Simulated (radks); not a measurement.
These are the eigenvalues of the occupied orbitals of an atom or ion with whole-number occupations (hartree). Calculated with a radial shooting solver on a logarithmic mesh with Libxc functionals: Dirac Kohn-Sham, LDA (Slater exchange, Perdew-Wang correlation), spin-unpolarised, spherical densities, finite nucleus; Fermi nuclear charge, rms radius of each element as measured or else 0.836 A^(1/3) + 0.57 fm.

| orbital | eigenvalue |
|---|---|
| 1s1/2 | -2707.615 |
| 2s1/2 | -471.3988 |
| 2p1/2 | -451.5956 |
| 2p3/2 | -395.3884 |
| 3s1/2 | -109.7705 |
| 3p1/2 | -100.8631 |
| 3p3/2 | -88.60926 |
| 3d3/2 | -73.58735 |
| 3d5/2 | -70.93049 |
| 4s1/2 | -23.23338 |
| 4p1/2 | -19.49151 |
| 4p3/2 | -16.60417 |
| 4d3/2 | -10.44051 |
| 4d5/2 | -9.90559 |
| 5s1/2 | -3.48625 |
| 5p1/2 | -2.32677 |
| 4f5/2 | -2.09531 |
| 4f7/2 | -1.99206 |
| 5p3/2 | -1.87206 |
| 5d3/2 | -0.37331 |
| 5d5/2 | -0.33271 |
| 6p1/2 | -0.12922 |
| 6p3/2 | -0.10058 |

Which element is it, and in what charge state? The configuration may be excited. Open shells, if any, are shared by 2j + 1.

Answer. Z = 76, osmium, charge 0: Os in [Xe] 4f14 5d6 6p2. The list shows which subshells hold electrons but not how many an open one holds; the 1s level, -2707.6 hartree, gives Z - s = 73.6 by -(Z - s)^2/2, which with screening and relativity narrows Z to a few neighbours, and the depths of the outer levels then fix element, charge and occupations together.
